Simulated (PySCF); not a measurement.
Two species compared at the same levels of theory.

First species: Perfluorobutyryl chloride, C4ClF7O.
InChI=1S/C4ClF7O/c5-1(13)2(6,7)3(8,9)4(10,11)12

Second species: C4H12Si3.
Structure used (GFN2-xTB), in Å, numbered top down from 1:
```xyz
19
C4H12Si3 angstrom
C     -0.3729    2.3425   -0.5700
C     -0.1261    1.1338   -0.0813
Si     1.3940    0.7768    1.0036
Si     1.9289   -1.2891    0.0756
Si     0.0446   -1.4244   -1.2779
C     -0.9993   -0.0395   -0.4313
C     -1.6690   -0.5900    0.8282
H      0.2537    3.1887   -0.3388
H     -1.2119    2.5455   -1.2216
H      1.0038    0.7719    2.4223
H      2.3442    1.8854    0.8572
H      3.1991   -1.3386   -0.6608
H      2.0481   -2.3832    1.0514
H      0.2381   -1.0450   -2.6848
H     -0.7757   -2.6433   -1.3078
H     -1.7891    0.3011   -1.1099
H     -0.9313   -0.9898    1.5236
H     -2.2251    0.1945    1.3417
H     -2.3636   -1.3881    0.5731
```

Levels: PBE0/pcSseg-1 for HOMO energy, LUMO energy and HOMO–LUMO gap. Geometries: GFN2-xTB. All species are isolated and taken at one optimised geometry, non-relativistic unless stated; the electronic structure was computed with PySCF and density fitting.

Dipoles, sizes and rotational constants follow the conformer. The torsions of the flexible species, by atom-mapped SMILES:
- `[O:1]=[C:2]([Cl:3])[C:4]([F:5])([F:6])[C:7]([F:8])([F:9])[C:10]([F:11])([F:12])[F:13]`: O1–C2–C4–F5 -24°, C2–C4–C7–F8 63°, C4–C7–C10–F11 -52°

The conformers of `C=C1[SiH2][SiH2][SiH2][C@H]1C` aren't listed.

Values for the first species:

| Item | Value |
| --- | --- |
| HOMO energy | -9.63 eV |
| LUMO energy | -2.53 eV |
| HOMO–LUMO gap | 7.10 eV |

Q: Estimate the same properties for the second species, and the change in each.

A: 
```csv
property,first,second,second less first
HOMO energy,-9.63 eV,-7.22 eV,+2.41 eV
LUMO energy,-2.53 eV,-0.82 eV,+1.71 eV
HOMO–LUMO gap,7.10 eV,6.40 eV,-0.70 eV
```

